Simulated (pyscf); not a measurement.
**•H₂Si–PH₂, doublet**

Gas-phase minimum from PySCF at ωB97X-D3(BJ)/def2-SVP, one conformer. •H₂Si–PH₂ lies 7.2 kcal/mol over its isomer H₃Si–PH•, and others may lie lower still (electronic energy, ωB97M-D3(BJ)). 

SMILES: [SiH2]P
```xyz
6

Si    -1.1558    -0.6316    -0.8625
P     -1.0116     0.6070     1.0035
H     -1.3495    -2.0651    -0.4791
H     -2.3392    -0.1754    -1.6569
H      0.2908     0.1661     1.3717
H     -0.5634     1.7935     0.3573
```
Charge 0, spin multiplicity 2.

Bonds (Å): Si1–P2 2.244, Si1–H3 1.497, Si1–H4 1.497, P2–H5 1.423, P2–H6 1.423. Bond angles (°): P2–Si1–H3 108.9, P2–Si1–H4 108.9, H3–Si1–H4 109.0, Si1–P2–H5 95.9, Si1–P2–H6 95.9, H5–P2–H6 95.0.

Properties at ωB97X-D3(BJ)/def2-SVP:

```json
{
  "harmonic_wavenumbers_unscaled": "176, 473, 494, 536, 747, 799, 919, 1100, 2214, 2233, 2450, 2464 cm⁻¹",
  "zero_point_energy": "20.9 kcal/mol",
  "rotational_symmetry_number": "1",
  "Entropy of this conformer at 298 K and 1 atm, rigid rotor and harmonic oscillator, modes under 100 cm⁻¹ raised to 100": "281.3 J/(mol K)",
  "dipole_moment": "0.83 D",
  "Spin expectation value S2": "0.753"
}
```

Single-point totals, which compare only within one level (frozen core for MP2 and CC):

```
level                   total energy (hartree)
----------------------  ----------------------
ωB97X-D3(BJ)/def2-TZVP              -633.26220
PBE/def2-TZVP                       -632.90070
r²SCAN/def2-TZVP                    -633.16183
B3LYP-D3(BJ)/def2-TZVP              -633.26918
PBE0-D3(BJ)/def2-TZVP               -632.96544
M06-2X/def2-TZVP                    -633.16324
ωB97M-D3(BJ)/def2-TZVP              -633.29492
UHF/def2-TZVPP                      -631.98026
MP2/def2-TZVPP                      -632.24687
CCSD/def2-TZVPP                     -632.29023
CCSD(T)/def2-TZVPP                  -632.30263
```

Soft torsions are taken as harmonic, which can shift the entropy by several J/(mol K). The CCSD(T) − MP2 part came from Ansatz, without density fitting, on the same reference.
